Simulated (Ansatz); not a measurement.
Ansatz (a program for electronic structure) input (CCSD(T)/STO-3G):

Ansatz 0.2 input:
```yaml
crystal:
  periodic: [false, false, false]
  atoms:
    - {symbol: Si, position_ang: [-0.01014766, 0.01439914, 0.63311610]}
    - {symbol: F, position_ang: [1.06775889, -0.71365869, -0.45945974]}
    - {symbol: F, position_ang: [-1.05197364, 0.69126002, -0.52538753]}
basis:
  gaussian:
    orbitals: STO-3G
total_charge: -1
magnetization: {spin_polarized: true, initial_magnetization: 1}
correlation: {method: ccsd_t, electrons: outside_noble_gas}
```

End of the output:

```
integrals: 0.00 GiB planned
235 factors; integrals over basis functions are off by at most 1.4e-5 eV
mean field: 0.05 GiB planned
mean field evaluation 1: about -13100.5726 eV, gradient 6.0e0 eV
mean field evaluation 2: about -13100.6402 eV, gradient 6.1e0 eV
mean field evaluation 4: about -13101.0772 eV, gradient 7.6e-1 eV
mean field evaluation 8: about -13101.0908 eV, gradient 2.2e-6 eV
mean field -13101.09077099 eV, -481.4562055956 hartree, gradient 8.0e-6 eV, S^2 0.753538; 0 other end points of the search recorded, 0 dependent functions left out
7 core orbitals not correlated
reference -13101.09077099 eV, -481.4562055956 hartree; 10, 9 occupied and 2, 3 virtual orbitals, 235 factors
second order -1.13557879 eV of doubles, -0.00000000 eV of singles
coupled cluster: 0.04 GiB planned
cycle   1  -1.28543212 eV  change   -1.5e-1 eV  update   6.1e-2
cycle   2  -1.41170501 eV  change   -1.3e-1 eV  update   2.1e-2
cycle   3  -1.44089502 eV  change   -2.9e-2 eV  update   9.7e-3
cycle   4  -1.44193465 eV  change   -1.0e-3 eV  update   2.5e-3
cycle   5  -1.44175945 eV  change    1.8e-4 eV  update   7.6e-4
cycle   6  -1.44197710 eV  change   -2.2e-4 eV  update   2.7e-4
cycle   7  -1.44191658 eV  change    6.1e-5 eV  update   8.1e-5
cycle   8  -1.44191084 eV  change    5.7e-6 eV  update   3.2e-5
cycle   9  -1.44192614 eV  change   -1.5e-5 eV  update   1.1e-5
perturbative correction -0.07556455 eV, -0.0027769461 hartree
Total energy: -13102.60826168 eV, -481.5119723500 hartree
```
